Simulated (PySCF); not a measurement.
Two-dimensional NMR puzzle

Compound of formula C4H11FSi. Correlations simulated from computed shifts and the bond graph:

HSQC (one-bond C–H):
```csv
δH,δC
4.69,82.0
0.09,-3.5
```

HMBC (two and three bonds, from the bond graph):
```csv
δH,δC
4.69,-3.5
0.09,"82.0, -3.5"
```

- σ from GIAO-PBE0/pcSseg-1
- geometry: GFN2-xTB
- code: PySCF 2.14.0 with density-fitted response routines
- relativity neglected, one computed conformer, in vacuum, fast rotation and ring inversion assumed for equivalent nuclei

Referencing at the same level of theory: ¹H (σref 31.72) and ¹³C (σref 186.93) vs TMS.

Exchangeable hydrogens are left out of these lists.

**Question.** Which molecule is this?

**Answer.** TMS-CH2F (SMILES C[Si](C)(C)CF).

Atom-mapped SMILES (the numbers label the heavy atoms): `[CH3:1][Si:2]([CH3:3])([CH3:4])[CH2:5][F:6]`. Each H is labelled by its parent atom.

- δC 82.0 is C5, an sp3 CH2 bonded to F and Si (δH 4.69).
- δC -3.5 is C1/C3/C4, a methyl carbon bonded to Si (δH 0.09).

The shifts were computed for this structure.

Shifts are as computed. Against solution values, carbons near 30 ppm lie about +3 ppm off and those near 130 ppm about +5 ppm. Of 1211 compounds with measured shifts, 218 miss one by over three times the rms of a fit or turn the order of signals round; such compounds aren't used in these exercises.
